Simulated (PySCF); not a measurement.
# The third ionisation energy along the third row

Calculated with PySCF 2.14 from differences of total energies of unrestricted determinants, without spin-orbit coupling. Values in eV. The last column holds reference values (NIST; (s) semi-empirical, (t) theoretical, else measured). Unmarked ones compare directly (S terms, centres of terms, or small fine structure); those marked * lie between the lowest fine-structure levels and include a spin-orbit shift.

```json
{"element": "Al (aug-cc-pwCVQZ, non-relativistic)", "configurations": "[Ne] 3s1 → [Ne]", "UHF": "28.040", "LDA": "28.819", "PBE0": "28.683", "r2SCAN": "28.378", "MP2 (valence and next inner shell)": "28.372", "SCS-MP2 (all electrons)": "28.305", "reference": "28.448"}
{"element": "Si (aug-cc-pwCVQZ, non-relativistic)", "configurations": "[Ne] 3s2 → [Ne] 3s1", "UHF": "31.955", "LDA": "33.522", "PBE0": "33.243", "r2SCAN": "32.868", "MP2 (valence and next inner shell)": "33.167", "SCS-MP2 (all electrons)": "33.289", "reference": "33.493"}
{"element": "P (aug-cc-pwCVQZ, non-relativistic)", "configurations": "[Ne] 3s2 3p1 → [Ne] 3s2", "UHF": "29.591", "LDA": "30.209", "PBE0": "30.268", "r2SCAN": "30.378", "MP2 (valence and next inner shell)": "29.984", "SCS-MP2 (all electrons)": "29.972", "reference": "30.203 *"}
{"element": "S (aug-cc-pwCVQZ, non-relativistic)", "configurations": "[Ne] 3s2 3p2 → [Ne] 3s2 3p1", "UHF": "34.159", "LDA": "34.880", "PBE0": "34.875", "r2SCAN": "35.024", "MP2 (valence and next inner shell)": "34.756", "SCS-MP2 (all electrons)": "34.654", "reference": "34.86 ± 0.04 (s) *"}
{"element": "Cl (aug-cc-pwCVQZ, non-relativistic)", "configurations": "[Ne] 3s2 3p3 → [Ne] 3s2 3p2", "UHF": "38.961", "LDA": "39.668", "PBE0": "39.660", "r2SCAN": "39.838", "MP2 (valence and next inner shell)": "39.737", "SCS-MP2 (all electrons)": "39.529", "reference": "39.8 ± 0.11 (s) *"}
{"element": "Ar (aug-cc-pwCVQZ, non-relativistic)", "configurations": "[Ne] 3s2 3p4 → [Ne] 3s2 3p3", "UHF": "39.398", "LDA": "40.858", "PBE0": "40.725", "r2SCAN": "40.697", "MP2 (valence and next inner shell)": "40.419", "SCS-MP2 (all electrons)": "40.523", "reference": "40.735 ± 0.012 (s) *"}
```

"Valence" correlates the outer s and p shells and, in groups 3 to 12 and the f block, the outer d or f shell, open or full, or the next shell where the ion has no valence electron left; the wider scheme adds the next inner shell.
